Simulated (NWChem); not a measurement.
System: BeNH2I; SMILES [NH2][Be][I]

Excerpt of the output:

```
             Northwest Computational Chemistry Package (NWChem) 7.3.0
             --------------------------------------------------------

                             Geometry "geometry" -> ""
                             -------------------------

 Output coordinates in angstroms (scale by  1.889725989 to convert to a.u.)

  No.       Tag          Charge          X              Y              Z
 ---- ---------------- ---------- -------------- -------------- --------------
    1 Be                   4.0000     0.00026100     1.55644600     0.00051900
    2 I                   53.0000     0.00162200    -0.62455900     0.00125400
    3 N                    7.0000    -0.00085800     3.05242200    -0.00098900
    4 H                    1.0000    -0.82838000     3.63992300    -0.00380700
    5 H                    1.0000     0.82558000     3.64144300    -0.00396300

 Effective nuclear repulsion energy (a.u.)     137.1535415930

                                 NWChem DFT Module
                                 -----------------

 Summary of "ao basis" -> "ao basis" (spherical)
 ------------------------------------------------------------------------------
       Tag                 Description            Shells   Functions and Types
 ---------------- ------------------------------  ------  ---------------------
 Be                        def2-svpd                 6       12   3s3p
 I                         def2-svpd                13       35   5s5p3d
 N                         def2-svpd                 8       20   4s2p2d
 H                         def2-svpd                 4        8   2s2p

            General Information
            -------------------
          SCF calculation type: DFT
          Wavefunction type:  closed shell.
          No. of atoms     :     5
          No. of electrons :    38
           Alpha electrons :    19
            Beta electrons :    19
          Charge           :     0
          Spin multiplicity:     1
          Use of symmetry is: off; symmetry adaption is: off
          Maximum number of iterations: 150
          AO basis - number of functions:    83
                     number of shells:    35
          Convergence on energy requested:  1.00D-06
          Convergence on density requested:  1.00D-05
          Convergence on gradient requested:  5.00D-04

              XC Information
              --------------
                         PBE0 Method XC Functional
                     Hartree-Fock (Exact) Exchange  0.250
          PerdewBurkeErnzerhof Exchange Functional  0.750
            Perdew 1991 LDA Correlation Functional  1.000 local
           PerdewBurkeErnz. Correlation Functional  1.000 non-local

             Grid Information
             ----------------
          Grid used for XC integration:  medium
          Radial quadrature: Mura-Knowles
          Angular quadrature: Lebedev.
          Tag              B.-S. Rad. Rad. Pts. Rad. Cut. Ang. Pts.
          ---              ---------- --------- --------- ---------
          Be                  1.05       49          13.0       434
          I                   1.40      123          13.0       590
          N                   0.65       49          13.0       434
          H                   0.35       45          14.0       434
          Grid pruning is: on
          Number of quadrature shells:   311
          Spatial weights used:  Erf1

      Superposition of Atomic Density Guess
      -------------------------------------

 Sum of atomic energies:        -416.92346766

      Non-variational initial energy
      ------------------------------

 Total energy =    -367.319004
 1-e energy   =    -759.534895
 2-e energy   =     317.265215
 HOMO         =      -0.358393
 LUMO         =      -0.015694

   convergence    iter        energy       DeltaE   RMS-Dens  Diis-err
 ---------------- ----- ----------------- --------- --------- ---------
 d= 0,ls=0.0,diis     1   -368.3172792202 -4.43D+02  2.97D-02  3.98D-01
 d= 0,ls=0.0,diis     2   -368.3036453495  1.36D-02  1.01D-02  5.90D-01
 d= 0,ls=0.0,diis     3   -368.3720669056 -6.84D-02  1.63D-03  1.48D-02
 d= 0,ls=0.0,diis     4   -368.3737160587 -1.65D-03  8.01D-04  8.47D-04
 d= 0,ls=0.0,diis     5   -368.3738743130 -1.58D-04  1.75D-04  6.39D-05
  Resetting Diis
 d= 0,ls=0.0,diis     6   -368.3738859496 -1.16D-05  4.14D-05  1.49D-06
 d= 0,ls=0.0,diis     7   -368.3738861430 -1.93D-07  6.08D-06  5.87D-08

         Total DFT energy =     -368.373886143021
      One electron energy =     -762.396610043219
           Coulomb energy =      351.784164326989
    Exchange-Corr. energy =      -32.712116220340
 Nuclear repulsion energy =       74.950675793549

 Numeric. integr. density =       37.999993868285

                       DFT Final Molecular Orbital Analysis
                       ------------------------------------

 Vector   17  Occ=2.000000D+00  E=-2.990672D-01
              MO Center=  2.2D-04,  1.5D+00,  1.3D-04, r^2= 4.3D+00
   Bfn.  Coefficient  Atom+Function         Bfn.  Coefficient  Atom+Function
  ----- ------------  ---------------      ----- ------------  ---------------
    54     -0.397306  3 N  pz                26      0.376441  2 I  pz
    29      0.305049  2 I  pz                57      0.284242  3 N  pz
     6     -0.215412  1 Be pz                23     -0.152135  2 I  pz
    20     -0.123745  2 I  pz                 9      0.046079  1 Be pz
    12      0.039373  1 Be pz                75      0.032377  4 H  pz

 Vector   18  Occ=2.000000D+00  E=-2.861730D-01
              MO Center=  1.5D-03, -4.7D-01,  1.2D-03, r^2= 2.2D+00
   Bfn.  Coefficient  Atom+Function         Bfn.  Coefficient  Atom+Function
  ----- ------------  ---------------      ----- ------------  ---------------
    24      0.592014  2 I  px                27      0.511742  2 I  px
    21     -0.240178  2 I  px                18     -0.195114  2 I  px
     4     -0.132328  1 Be px                69      0.068023  4 H  s
    77     -0.068051  5 H  s                 63      0.040706  3 N  d -2
    30      0.038659  2 I  px                 7      0.029209  1 Be px

 Vector   19  Occ=2.000000D+00  E=-2.729577D-01
              MO Center=  5.6D-04,  9.6D-01,  5.4D-04, r^2= 4.9D+00
   Bfn.  Coefficient  Atom+Function         Bfn.  Coefficient  Atom+Function
  ----- ------------  ---------------      ----- ------------  ---------------
    26      0.463586  2 I  pz                29      0.422405  2 I  pz
    54      0.377158  3 N  pz                57     -0.289747  3 N  pz
    23     -0.188479  2 I  pz                20     -0.152912  2 I  pz
    32      0.055695  2 I  pz                75     -0.046198  4 H  pz
    83     -0.046209  5 H  pz                12     -0.043421  1 Be pz

 Vector   20  Occ=0.000000D+00  E=-1.320682D-02
              MO Center=  2.8D-03,  2.0D+00, -1.3D-05, r^2= 9.2D+00
   Bfn.  Coefficient  Atom+Function         Bfn.  Coefficient  Atom+Function
  ----- ------------  ---------------      ----- ------------  ---------------
    51      1.520723  3 N  s                 17     -1.007769  2 I  s
     3     -0.953186  1 Be s                 11     -0.670134  1 Be py
    16      0.611888  2 I  s                  2     -0.465818  1 Be s
    69     -0.376821  4 H  s                 77     -0.376056  5 H  s
     8     -0.303391  1 Be py                28      0.255983  2 I  py

 Vector   21  Occ=0.000000D+00  E=-1.100884D-02
              MO Center= -2.4D-03,  1.2D+00,  6.6D-04, r^2= 5.0D+00
   Bfn.  Coefficient  Atom+Function         Bfn.  Coefficient  Atom+Function
  ----- ------------  ---------------      ----- ------------  ---------------
     4      0.539398  1 Be px                10     -0.387849  1 Be px
     7     -0.296097  1 Be px                27      0.240675  2 I  px
    77      0.197105  5 H  s                 69     -0.195392  4 H  s
    24      0.190346  2 I  px                30      0.177840  2 I  px
    43     -0.162158  2 I  d -2              68     -0.130121  4 H  s

 Vector   22  Occ=0.000000D+00  E= 1.746615D-02
              MO Center=  4.9D-04,  1.2D+00, -3.8D-03, r^2= 6.6D+00
   Bfn.  Coefficient  Atom+Function         Bfn.  Coefficient  Atom+Function
  ----- ------------  ---------------      ----- ------------  ---------------
    12      0.646178  1 Be pz                 6     -0.451465  1 Be pz
    44      0.239892  2 I  d -1              54      0.232712  3 N  pz
    57     -0.210974  3 N  pz                29     -0.207727  2 I  pz
    32     -0.191074  2 I  pz                26     -0.183121  2 I  pz
     9      0.131791  1 Be pz                39      0.112834  2 I  d -1

     Multipole analysis of the density
     ---------------------------------

     L   x y z        total         alpha         beta         nuclear
     -   - - -        -----         -----         ----         -------
     0   0 0 0      0.000000    -19.000000    -19.000000     38.000000

     1   1 0 0     -0.000554     -0.031257     -0.031257      0.061960
     1   0 1 0      0.818632    -17.788867    -17.788867     36.396366
     1   0 0 1     -0.002344     -0.018872     -0.018872      0.035400

     2   2 0 0    -27.755662    -16.320201    -16.320201      4.884741
     2   1 1 0     -0.000998      0.090511      0.090511     -0.182020
     2   1 0 1     -0.000265     -0.000024     -0.000024     -0.000217
     2   0 2 0    -23.433887   -210.218217   -210.218217    397.002548
     2   0 1 1     -0.019919      0.107473      0.107473     -0.234865
     2   0 0 2    -30.674273    -15.337275    -15.337275      0.000277

 *** CALLING NEW AORESP DRIVER FOR CLOSED AND OPEN SHELLS ***
 Entering AOResponse driver routine

--------------------------------------------------------------------------------

          -----------------------------------------------
          Solving response equations for perturbing field
          -----------------------------------------------

 number of frequencies:     1
 frequency in a.u.:  0.4280000E-01
 Perturbing field: electric
 Using El. Dipole Length Gauge

 Setting up CPKS with frequency omega =      0.04280000 a.u.

                            NWChem Dynamic CPHF Module
                            --------------------------

    scftype = RHF
    nclosed =   19
      nopen =    0
  variables =     2432
  num. vecs =        3
  tolerance =   1.0D-04
  max. iter =   50

 SCF residual:    3.7385770401786062E-004

Iterative solution of linear equations
  No. of variables     2432
  No. of equations        3
  Maximum subspace       30
       Convergence  1.0D-04

   iter   nsub   residual    time
   ----  ------  --------  ---------
     1      3    4.61D+00      16.5
     2      6    1.64D+00      27.4
     3      9    4.42D-01      41.0
     4     12    1.82D-01      49.9
     5     15    2.36D-02      62.6
     6     18    2.38D-03      72.9
     7     21    2.57D-04      85.5
     8     24    5.32D-05      98.2

 Electric Dipole Response Matrix (nonzero elements):

              1        2        3
    1   51.6926  -0.0173   0.0001
    2   -0.0173  77.5373  -0.0126
    3    0.0001  -0.0126  52.3514

 ------------------------------------------
 average:        60.52707 + I       0.00000

 DFT Linear Response polarizability / au
 Frequency  =       0.0428000 / au
 Wavelength =    1064.5643224 / nm
              X              Y              Z
 -----------------------------------------------
 X      51.6925505     -0.0173115      0.0000701
 Y      -0.0173115     77.5372877     -0.0125549
 Z       0.0000701     -0.0125556     52.3513621
 -----------------------------------------------
 Eigenvalues =      51.6925389     77.5373056     52.3513559
 Isotropic   =      60.5270668
 Anisotropic =      25.5217365
 -----------------------------------------------

 Magnetic Dipole Response Matrix (nonzero elements):

 Exiting AOResponse driver routine
```

Level: PBE0/def2-SVPD with def2 effective core potentials on I. Structure relaxed at the PBE0/def2-SVP level. def2 effective core potentials on I; no spin-orbit coupling.

Q: Reconstruct the input file.

A: This is not unique; one that fits is the input that was run:
```
start job
memory heap 200 mb stack 900 mb global 1100 mb
geometry units angstroms noautosym nocenter noautoz
  Be     0.000261     1.556446     0.000519
  I      0.001622    -0.624559     0.001254
  N     -0.000858     3.052422    -0.000989
  H     -0.828380     3.639923    -0.003807
  H      0.825580     3.641443    -0.003963
end
basis spherical
  * library def2-svpd
end
ecp
  I library def2-ecp
end
dft
  xc pbe0
  iterations 150
end
property
  response 1 0.0428
end
task dft property
```
